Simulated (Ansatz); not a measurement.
Stepwise reaction of `F[SiH](F)[SiH3]` with water, as a gas-phase model of exchange steps in deposition or etching. ΔE in kJ/mol; ΔG adds harmonic PBE0-D4 terms to CCSD(T)/CBS, at 1 bar.

Program: Ansatz. Geometries: PBE0-D4/def2-TZVP. ΔE: electronic, gas phase. CCSD(T)/CBS is the MP2 limit (def2-TZVPP, def2-QZVPP) plus CCSD(T) − MP2 in def2-TZVPP, frozen cores. This one scheme is used for every species. DFT in def2-TZVPP. B3LYP here is the variant with VWN-RPA as its local correlation; programs differ in this. Each species was taken in one conformer, which may not be the lowest.

```csv
step,reaction,PBE-D4,B3LYP-D4,ωB97M-V,CCSD(T)/CBS,ΔG(600 K)
1,`F[SiH](F)[SiH3]` + H₂O → `O[SiH](F)[SiH3]` + H–F,37.5,39.7,39.2,38.7,40.5
2,`O[SiH](F)[SiH3]` + H₂O → `O[SiH](O)[SiH3]` + H–F,40.2,43.7,43.3,42.7,45.8
```

By hand: ΔE of the 2 steps together at CCSD(T)/CBS.

(38.7) + (42.7) = 81.4 kJ/mol, or 40.7 kJ/mol a step.

In ΔE the steps differ by no more than 4.0 kJ/mol. All are uphill at CCSD(T)/CBS. ΔG lies between 40.5 and 45.8 kJ/mol a step. PBE-D4 differs from CCSD(T)/CBS by -2.5 to -1.2 kJ/mol a step. Isolated molecules leave out the surface, adducts and barriers. Largest T1 diagnostic: 0.013.
